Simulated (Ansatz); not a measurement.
One change: `[NH]=[W](=[NH])([OH])[Cl]` becomes `[NH]=[W](=[NH])([F])[Cl]`.

Ansatz, PBE0-D4/def2-TZVP geometries, multiplicity 1. Each molecule was computed in one conformer, which needn't be the lowest.

Elements past krypton have def2 core potentials.

| property | `[NH]=[W](=[NH])([OH])[Cl]` |
| --- | --- |
| HOMO–LUMO gap (PBE0/def2-TZVPP) / eV | 6.44 |
| HOMO energy (B3LYP/def2-TZVPP) / eV | -7.68 |
| LUMO energy (B3LYP/def2-TZVPP) / eV | -1.71 |
| LUMO energy (ωB97M-V/def2-TZVPP) / eV | 0.60 |
| HOMO–LUMO gap (PBE/def2-TZVPP) / eV | 4.32 |
| HOMO energy (PBE0/def2-TZVPP) / eV | -7.92 |

**Question.** What does the change do to each property? (An estimate is asked.)

**Answer.** The calculation gave: 
```json
{"property": "HOMO–LUMO gap (PBE0/def2-TZVPP) / eV", "`[NH]=[W](=[NH])([F])[Cl]`": "6.27", "shift": "-0.17"}
{"property": "HOMO energy (B3LYP/def2-TZVPP) / eV", "`[NH]=[W](=[NH])([F])[Cl]`": "-7.99", "shift": "-0.31"}
{"property": "LUMO energy (B3LYP/def2-TZVPP) / eV", "`[NH]=[W](=[NH])([F])[Cl]`": "-2.19", "shift": "-0.48"}
{"property": "LUMO energy (ωB97M-V/def2-TZVPP) / eV", "`[NH]=[W](=[NH])([F])[Cl]`": "0.13", "shift": "-0.47"}
{"property": "HOMO–LUMO gap (PBE/def2-TZVPP) / eV", "`[NH]=[W](=[NH])([F])[Cl]`": "4.15", "shift": "-0.17"}
{"property": "HOMO energy (PBE0/def2-TZVPP) / eV", "`[NH]=[W](=[NH])([F])[Cl]`": "-8.23", "shift": "-0.31"}
```

With PBE0 the HOMO falls by 0.31 eV and the LUMO falls by 0.48 eV, so the gap narrows by about 0.17 eV. PBE moves the HOMO by -0.31 eV and ωB97M-V by -0.29 eV. The zero-point energy changes by -29.3 kJ/mol with -3 modes.

B3LYP here is the variant with VWN-RPA as its local correlation; programs differ in this.
